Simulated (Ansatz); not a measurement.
`B[C@H]1[SiH2][C@@H]1Br`, relaxed with RKS PBE0-D4/def2-TZVP in Ansatz from a PBE-D4/def2-SVP geometry. The force threshold is 0.005 eV/Å; the program also tests the step.

The species carries charge 0 and has multiplicity 1.

Start:

```xyz
11

B     1.431    0.172    0.680
C     0.498    0.488   -0.468
Si   -0.616   -1.040    0.072
C    -0.969    0.784   -0.275
Br   -1.998    1.337   -1.815
H     1.078    0.360    1.833
H     2.533   -0.285    0.443
H     0.819    0.346   -1.518
H    -0.841   -2.019   -1.026
H    -0.700   -1.540    1.472
H    -1.236    1.397    0.603
```

```csv
step,energy (eV),largest force (eV/Å),largest move (Å)
1,-80757.0234,0.408,0.000
2,-80757.0668,0.284,0.033
3,-80757.0742,0.101,0.027
4,-80757.0750,0.080,0.023
5,-80757.0765,0.024,0.017
6,-80757.0771,0.018,0.012
7,-80757.0773,0.011,0.015
8,-80757.0773,0.003,0.001
```

End:

```xyz
11

B     1.434    0.195    0.684
C     0.495    0.443   -0.457
Si   -0.638   -1.036    0.055
C    -0.967    0.759   -0.256
Br   -1.955    1.314   -1.800
H     1.074    0.374    1.815
H     2.533   -0.221    0.461
H     0.815    0.327   -1.491
H    -0.921   -1.991   -1.029
H    -0.666   -1.563    1.430
H    -1.205    1.397    0.588
```

It took 43 s on 4 threads of an Arm Neoverse V2 on a shared host, with 0.68 GiB of host memory at the peak.
